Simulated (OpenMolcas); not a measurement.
## Au III: the spin-orbit constant, worked from levels

```
Program             : OpenMolcas 26.06
Basis               : ANO-RCC-VTZP [8s7p5d3f1g]
Scalar Hamiltonian  : DKH2, point nucleus
Active space        : 9 electrons in 6 orbitals (5d 6s)
State averaging     : 2S+1 = 2 even, 30 roots; 2S+1 = 4 even, 10 roots kept (CI in the orbitals of an earlier block)
Spin-orbit coupling : RASSI with atomic mean-field integrals over the reference wave functions, term energies averaged over their components
```

Methods: CASSCF; MS-CASPT2, IPEA 0.25 Eh, imaginary shift 0.1 Eh (closed shells correlated: 5s 5p). Measured levels: Iglesias, J. Res. Natl. Bur. Stand. 64A, 481 (1960).

**The spin-orbit constant.** For the Hund term 2D of d9, E(J) = (A/2) J(J+1) + constant and ζ = -2S·A = -A. From J = 3/2 to J = 5/2 the energy changes by 2.5 A.

```csv
Source,E(5/2) - E(3/2),A,ζ
CASSCF,-13194.0,-5277.6,5278
MS-CASPT2,-13304.0,-5321.6,5322
measured,-12694.0,-5077.6,5078
```

All in cm-1. MS-CASPT2 is off by +4.8 % and CASSCF by +3.9 %. Both methods take the spin-orbit matrix elements from the reference wave functions, so the second can move ζ only through the term energies and any multistate remixing.

Term energies are means over components that CASPT2 splits; among the terms shown or strongly mixed into the levels shown the widest spread is 25 cm-1 (5d9 2D, MS-CASPT2). Without dynamic correlation excited terms often stand tens of per cent too high (terms of higher spin than the ground term too low), and those without a measured partner can miss by more than the paired ones (holds for CASSCF). Measured partners are found by configuration, term and J. A level has none where our copy of the source lacks it or the pairing is in doubt (some pairs that miss far off the trend of their configuration count as doubtful), and it then counts in no deviation. Only configurations of the active space appear.
